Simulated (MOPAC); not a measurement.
MOPAC input (MNDO):

```
MNDO PRECISE GNORM=0.05 LET XYZ UHF MS=0.5 GEO-OK AUX(PRECISION=9) THREADS=1
C2H9N2Si

C    -1.46902500 1   -0.48915200 1   -1.00461300 1
Si   -0.00903100 1    0.00510700 1    0.06285600 1
C     1.64148100 1   -0.30843800 1   -0.77051000 1
N     0.01083400 1   -0.93896400 1    1.55182400 1
N    -0.14924700 1    1.69443500 1    0.36314200 1
H    -1.42284000 1   -1.54754800 1   -1.26856300 1
H    -2.41556300 1   -0.31798100 1   -0.48691000 1
H    -1.48058000 1    0.09310800 1   -1.92819700 1
H     1.78414600 1   -1.36715700 1   -0.99406400 1
H     2.46953000 1    0.01316400 1   -0.13567800 1
H     1.69383400 1    0.25243800 1   -1.70616200 1
H    -0.09499600 1   -1.94583100 1    1.39911400 1
H    -1.05024300 1    2.07673900 1    0.60793700 1
H     0.57729900 1    2.16882100 1    0.87851700 1
```

From the output:

```
                                                       MOPAC v23.2.5 Linux

          FINAL HEAT OF FORMATION =        -18.92805 KCAL/MOL =     -79.19497 KJ/MOL

          COSMO AREA              =        132.23 SQUARE ANGSTROMS
          COSMO VOLUME            =        123.96 CUBIC ANGSTROMS

          GRADIENT NORM           =          0.04911          =       0.01313 PER ATOM
          IONIZATION POTENTIAL    =          9.983393 EV
          ALPHA SOMO LUMO (EV)    =        -10.133  2.326
          BETA  SOMO LUMO (EV)    =         -9.983  0.511
          NO. OF ALPHA ELECTRONS  =         16
          NO. OF BETA  ELECTRONS  =         15
          MOLECULAR WEIGHT        =         89.1920         POINT GROUP:  Cs

          MOLECULAR DIMENSIONS (Angstroms)

            Atom       Atom       Distance
            H    10    H     7     4.85915
            H     9    H    13     4.08434
            H    12    H     8     3.90370

          SCF CALCULATIONS        =         60

   ATOM   CHEMICAL          X               Y               Z
  NUMBER   SYMBOL      (ANGSTROMS)     (ANGSTROMS)     (ANGSTROMS)

     1       C         -1.41880607  *  -0.50805871  *  -1.00019985  *
     2      Si         -0.00416001  *  -0.00260144  *   0.00892002  *
     3       C          1.59625094  *  -0.30310992  *  -0.78058177  *
     4       N         -0.05739639  *  -0.86062412  *   1.54546733  *
     5       N         -0.14693514  *   1.67355233  *   0.40252290  *
     6       H         -1.36318221  *  -1.57600473  *  -1.28708500  *
     7       H         -2.38518402  *  -0.36797604  *  -0.47923207  *
     8       H         -1.47621143  *   0.07179915  *  -1.94127949  *
     9       H          1.73389591  *  -1.36888507  *  -1.04716921  *
    10       H          2.44939985  *  -0.02384918  *  -0.13322136  *
    11       H          1.70347204  *   0.27587922  *  -1.71785861  *
    12       H          0.00552128  *  -1.84730683  *   1.50645991  *
    13       H         -1.00405275  *   2.01181963  *   0.77039922  *
    14       H          0.59972833  *   2.12365020  *   0.87612038  *

                             CARTESIAN COORDINATES

   1    C       -1.418806067    -0.508058710    -1.000199846
   2   Si       -0.004160014    -0.002601442     0.008920017
   3    C        1.596250943    -0.303109916    -0.780581765
   4    N       -0.057396386    -0.860624119     1.545467327
   5    N       -0.146935139     1.673552326     0.402522901
   6    H       -1.363182207    -1.576004734    -1.287084997
   7    H       -2.385184020    -0.367976040    -0.479232067
   8    H       -1.476211429     0.071799145    -1.941279485
   9    H        1.733895910    -1.368885074    -1.047169205
  10    H        2.449399854    -0.023849182    -0.133221357
  11    H        1.703472039     0.275879220    -1.717858613
  12    H        0.005521284    -1.847306831     1.506459910
  13    H       -1.004052748     2.011819633     0.770399222
  14    H        0.599728332     2.123650196     0.876120381

           Empirical Formula: C2 H9 N2 Si  =    14 atoms

      MOLECULAR POINT GROUP   :   Cs

          ALPHA EIGENVALUES
 -35.68830 -31.02468 -30.11370 -29.53283 -16.86669 -16.86177 -15.44880 -14.42056
 -14.08081 -14.03942 -13.99813 -13.26070 -12.65743 -11.30539 -11.24102 -10.13289
   2.32568   2.33348   2.46757   2.71608   3.89851   3.97701   3.98577   4.05597
   5.52017   5.74943   5.76949   6.09203   6.63741

           BETA EIGENVALUES
 -35.34509 -30.76977 -29.49846 -28.15594 -16.86376 -16.63849 -15.22399 -14.38959
 -14.01296 -13.98379 -13.94841 -13.09265 -11.79205 -10.68617  -9.98339   0.51057
   2.45230   2.59464   2.68662   2.98627   3.91308   3.98847   4.00022   4.08619
   5.68929   5.78540   5.93784   6.20957   6.63925

              NET ATOMIC CHARGES AND DIPOLE CONTRIBUTIONS

  ATOM NO.   TYPE          CHARGE      No. of ELECS.   s-Pop       p-Pop
    1          C          -0.304062        4.3041     1.25724     3.04682
    2         Si           1.320657        2.6793     0.93524     1.74410
    3          C          -0.303770        4.3038     1.25720     3.04657
    4          N          -0.474347        5.4743     1.78204     3.69231
    5          N          -0.635815        5.6358     1.56184     4.07397
    6          H           0.001058        0.9989     0.99894
    7          H           0.011324        0.9887     0.98868
    8          H           0.014444        0.9856     0.98556
    9          H           0.001136        0.9989     0.99886
   10          H           0.011456        0.9885     0.98854
   11          H           0.014240        0.9858     0.98576
   12          H           0.089335        0.9107     0.91067
   13          H           0.127199        0.8728     0.87280
   14          H           0.127144        0.8729     0.87286
 DIPOLE           X         Y         Z       TOTAL
 POINT-CHG.     0.073    -0.262    -0.740     0.788
 HYBRID         0.050    -0.596    -0.170     0.622
 SUM            0.123    -0.858    -0.910     1.257

          ATOMIC ORBITAL ELECTRON POPULATIONS

     Atom    s        px        py        pz
    1  C   1.25724   1.07109   0.95771   1.01803
    2 Si   0.93524   0.62010   0.54966   0.57434
    3  C   1.25720   1.10343   0.94877   0.99437
    4  N   1.78204   1.00320   1.13922   1.54989
    5  N   1.56184   1.05951   1.34119   1.67327
    6  H   0.99894
    7  H   0.98868
    8  H   0.98556
    9  H   0.99886
   10  H   0.98854
   11  H   0.98576
   12  H   0.91067
   13  H   0.87280
   14  H   0.87286

                    (SZ)    =    0.500000
                    (S**2)  =    0.755643

          ATOMIC ORBITAL SPIN POPULATIONS

    Atom   Total    s     px     py     pz
         Atomic
    1  C  0.0232  0.003  0.010  0.003  0.007
    2 Si -0.0660 -0.010 -0.015 -0.012 -0.029
    3  C  0.0235  0.003  0.013  0.002  0.005
    4  N  1.0661  0.027  0.973  0.030  0.036
    5  N -0.0057 -0.000 -0.000 -0.002 -0.003
    6  H -0.0011 -0.001
    7  H -0.0015 -0.002
    8  H -0.0014 -0.001
    9  H -0.0012 -0.001
   10  H -0.0015 -0.002
   11  H -0.0014 -0.001
   12  H -0.0329 -0.033
   13  H  0.0000  0.000
   14  H  0.0000  0.000

 **********************
 *                    *
 * JOB ENDED NORMALLY *
 *                    *
 **********************

 == MOPAC DONE ==
```

The geometry given is a B3LYP-D3(BJ)/def2-TZVP minimum.
